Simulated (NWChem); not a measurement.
# H2SeO; SMILES O[SeH]

```xyz
4

Se     0.0394    -0.3717    -0.0080
H     -1.4259    -0.5818     0.0040
O      0.0077     1.4357    -0.0723
H      0.0257     1.7352     0.8455
```
Atoms are numbered in this order, from 1.

Geometry: optimised at PBE0/def2-SVP.

**Question.** List the 6 lowest vertical singlet excitations from Hartree-Fock/def2-SVPD, CIS (NWChem).

**Answer.** 
```
state  energy (eV)  oscillator strength  leading excitation (squared amplitude)
-----  -----------  -------------------  --------------------------------------
S1            4.28                0.003                      HOMO → LUMO (0.62)
S2            6.19                0.027                    HOMO → LUMO+1 (0.70)
S3            6.87                0.024                    HOMO−1 → LUMO (0.58)
S4            7.49                0.114                    HOMO → LUMO+4 (0.33)
S5            7.86                0.001                    HOMO → LUMO+2 (0.85)
S6            8.18                0.089                    HOMO → LUMO+3 (0.64)
```
